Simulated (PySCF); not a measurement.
# Fe⁺ (iron, charge +1) across methods

[Ar] 3d5 4s1 5s1, high-spin 8S determinant (an excited configuration). Calculation: PySCF 2.14, in aug-cc-pwCVTZ-DK; the spin-free X2C one-electron Hamiltonian (Gaussian nucleus).

```json
{"method": "PBE0", "E (hartree)": "-1271.643", "mean ε 3d α (eV)": "-31.402", "mean ε 4s α (eV)": "-19.184", "mean ε 5s α (eV)": "-6.205", "Σ⟨r²⟩ (bohr²)": "58.55", "⟨S²⟩": "15.750"}
{"method": "PBE", "E (hartree)": "-1271.608", "mean ε 3d α (eV)": "-28.500", "mean ε 4s α (eV)": "-18.297", "mean ε 5s α (eV)": "-5.873", "Σ⟨r²⟩ (bohr²)": "57.89", "⟨S²⟩": "15.750"}
{"method": "BP86", "E (hartree)": "-1272.030", "mean ε 3d α (eV)": "-28.555", "mean ε 4s α (eV)": "-18.463", "mean ε 5s α (eV)": "-5.930", "Σ⟨r²⟩ (bohr²)": "57.42", "⟨S²⟩": "15.750"}
{"method": "B97-3", "E (hartree)": "-1271.702", "mean ε 3d α (eV)": "-31.447", "mean ε 4s α (eV)": "-19.051", "mean ε 5s α (eV)": "-6.115", "Σ⟨r²⟩ (bohr²)": "58.48", "⟨S²⟩": "15.751"}
{"method": "r2SCAN", "E (hartree)": "-1271.829", "mean ε 3d α (eV)": "-29.236", "mean ε 4s α (eV)": "-18.512", "mean ε 5s α (eV)": "-5.831", "Σ⟨r²⟩ (bohr²)": "58.25", "⟨S²⟩": "15.750"}
{"method": "wB97M-V", "E (hartree)": "-1271.744", "mean ε 3d α (eV)": "-33.693", "mean ε 4s α (eV)": "-21.268", "mean ε 5s α (eV)": "-7.021", "Σ⟨r²⟩ (bohr²)": "58.43", "⟨S²⟩": "15.750"}
{"method": "LDA", "E (hartree)": "-1269.284", "mean ε 3d α (eV)": "-28.696", "mean ε 4s α (eV)": "-18.613", "mean ε 5s α (eV)": "-5.861", "Σ⟨r²⟩ (bohr²)": "57.38", "⟨S²⟩": "15.750"}
```

Estimate the same row for UHF.

E (hartree) = -1270.71919; mean ε 3d α (eV) = -39.411; mean ε 4s α (eV) = -21.492; mean ε 5s α (eV) = -6.878; Σ⟨r²⟩ (bohr²) = 61.79; ⟨S²⟩ = 15.751.

The outer electron is Rydberg-like, and this basis confines it to a smaller radius and binds it less than a complete one would.
